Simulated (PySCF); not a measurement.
Run record: geometry optimisation, `C#[C][Ge@@H]([CH3])[NH2]`.

Computed with PBE0-D3(BJ)/def2-SVP geometry optimisation, gas phase (PySCF 2.14.0). Start geometry: GFN2-xTB. The input is one job of a driver script: a line of settings, then coordinates in Å.

Command:
```bash
OMP_NUM_THREADS=1 python probes_run.py task.json out
```

Input:
```
{"job": {"xc": "PBE0", "basis": "def2-SVP", "d3": "d3bj", "grid": 1, "shake": 0.01, "kind": "geom"}, "charge": 0, "multiplicity": 1}
C     -1.246910     2.506030    -0.159920
C     -0.665860     1.531140     0.126500
Ge     0.313590    -0.063280     0.508210
C     -0.709630    -1.643800     0.075900
N      1.884900    -0.175450    -0.430890
H     -1.811150     3.409640    -0.401950
H      0.763080     0.026350     1.960910
H     -1.021800    -1.623730    -0.972420
H     -1.647410    -1.683500     0.701400
H     -0.168120    -2.550930     0.268570
H      2.542090     0.578580    -0.279670
H      1.806910    -0.339340    -1.405660
```

Task: What does the run print?

Result: 
```
step   0  E = -2249.37341930  max force = 0.102030
step   1  E = -2249.37978151  max force = 0.010444
step   2  E = -2249.38049580  max force = 0.002668
step   3  E = -2249.38076622  max force = 0.002580
step   4  E = -2249.38081559  max force = 0.001201
step   5  E = -2249.38083304  max force = 0.000519
step   6  E = -2249.38084086  max force = 0.000458
step   7  E = -2249.38084639  max force = 0.000512
step   8  E = -2249.38084897  max force = 0.000314
optimisation converged
```

Energies in Eh; «max force» is the largest Cartesian gradient component in Eh/bohr.

Task: How much energy does the optimisation release, in eV?

Result: E(step 0) − E(last step) = 0.007430 Eh, which is 0.202 eV.

Task: Give the first gradient maximum in eV/Å.

Result: With 1 Eh/bohr = 51.422 eV/Å, 5.247 eV/Å.

Summary of the converged run: final energy -2249.38085 Eh after 8 steps; dipole 0.95 D.

Task: Estimate the wall time. Hardware: an Arm Neoverse V1 with one thread, no GPU, shared host with 32 logical CPUs at a one-minute load of 29. And the peak memory of the process?

Result: About 57 s, with 0.51 GiB resident at the peak, the Python interpreter and its libraries included.
Labels such as C1 count atoms from 1, the log's own numbers from 0.
